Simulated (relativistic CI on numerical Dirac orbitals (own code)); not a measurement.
Calculated at this level of theory: Dirac-Coulomb-Breit CI, KLI orbitals optimised for each configuration, model QED, unscaled Slater integrals (own radial code, finite nucleus).

The strongest absorption lines from the ground level of an ion, among the configurations computed and to levels below about 2220 eV (vacuum wavelength in nm, gf): 0.56833 (0.11), 0.60859 (0.38), 0.62069 (0.49), 0.72412 (0.31), 0.76907 (2.1), 0.78789 (1.4), 0.83860 (0.09), 0.86264 (0.14).

(1) Which ion is it?
A. Se26+
B. Ge22+
C. Kr26+
D. Se24+

## Answers

(1) D. Se24+ has 10 electrons and the ground level 2s²2p⁶ ¹S0; the strongest line goes to 2s²2p⁵3d ¹P°1. The pattern of lines fixes the number of electrons, and along that sequence the line energies rise steadily with the charge (about as its square where n changes within one kind of shell, about linearly where n is kept but much faster in heavy ions where fine structure, which grows about as Z⁴, sets the gap, and irregularly where shells cross), which fixes Z. Configurations outside the model, such as inner-shell arrays, can give stronger lines. At this charge energies of transitions that change n are usually good to better than 1 %, and those within a shell (Δn = 0) to a few per cent.

LS names give the leading component of a level, which can be under half, so a name can repeat, a term be missing and a line seem to break the LS rules.
